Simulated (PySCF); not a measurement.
Bonds: Mo1-C2 1.698 Å, Mo1-Cl4 2.255 Å, Mo1-Cl5 2.254 Å, Mo1-Cl6 2.254 Å. C2 carries H3.

Geometry: PBE0-D3(BJ)/def2-SVP; GIAO shifts from PySCF 2.14, gas phase, scalar relativity only through the core potential, averaged over equivalent atoms.

At PBE0/pcSseg-1 (def2-TZVP on Mo) (134 basis functions, 9.7 s wall time on 1 thread of an Arm Neoverse V1, shared host):
| atoms | δ (ppm) |
| --- | --- |
| C2 | 361.5 |
| H3 | 7.23 |
| Cl4/Cl5/Cl6 | 549.6 |

δ = σ(ref) − σ, references computed at the same level: TMS for 13C (σ = 184.41 ppm) and 1H (σ = 31.27 ppm); HCl for 35Cl (σ = 943.27 ppm).

What do these become at B3LYP/pcSseg-1 (def2-TZVP on Mo)?

Results:


```tsv
atoms	δ at B3LYP/pcSseg-1 (def2-TZVP on Mo)	change
C2	360.0	-1.5
H3	7.20	-0.03
Cl4/Cl5/Cl6	565.7	+16.1
```

Chemical shifts δ = σref − σ; 13C (σ = 179.24 ppm) and 1H (σ = 31.38 ppm) against TMS; 35Cl (σ = 930.46 ppm) against HCl, all at this level.

The largest change is at Cl4/Cl5/Cl6 (chlorine bonded to Mo). Cost: 134 basis functions, 9.1 s wall time on 1 thread of an Arm Neoverse V1, shared host.

Mo is described by an effective core potential, so it has no shielding of its own here; spin–orbit effects on the atoms bonded to it, which can be large, are absent, and the values of these neighbours are rough.
